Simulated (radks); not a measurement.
Results of a calculation; reference values are marked as such.
Q: The rubidium ion Rb+, 36 electrons, occupied as [Kr]. Code: a radial shooting solver on a logarithmic mesh with Libxc functionals. Model: Dirac Kohn-Sham, PBE, spin-unpolarised, spherical densities, point nucleus. Some entries of the table are withheld. Estimate them.

orbital  occ.  eigenvalue (hartree)  <r^2> (bohr^2)  r(max) (bohr)
1s1/2       2             -552.4825        0.002187        0.02628
2s1/2       2             -73.97407         0.03723         0.1497
2p1/2       2             -67.11159             (1)         0.1173
2p3/2       4             -64.87782             (2)         0.1207
3s1/2       2                   (3)          0.2994         0.4511
3p1/2       2              -8.70023          0.3061         0.4406
3p3/2       4              -8.36469          0.3186         0.4495
3d3/2       4              -4.06495          0.3354         0.3917
3d5/2       6              -4.00799          0.3402         0.3944
4s1/2       2              -1.38243           2.409          1.261
4p1/2       2              -0.81758           3.307          1.408
4p3/2       4              -0.78498           3.454          1.437

A: 
(1) 2p1/2 <r^2> (bohr^2): 0.02846
(2) 2p3/2 <r^2> (bohr^2): 0.02988
(3) 3s1/2 eigenvalue (hartree): -11.15853
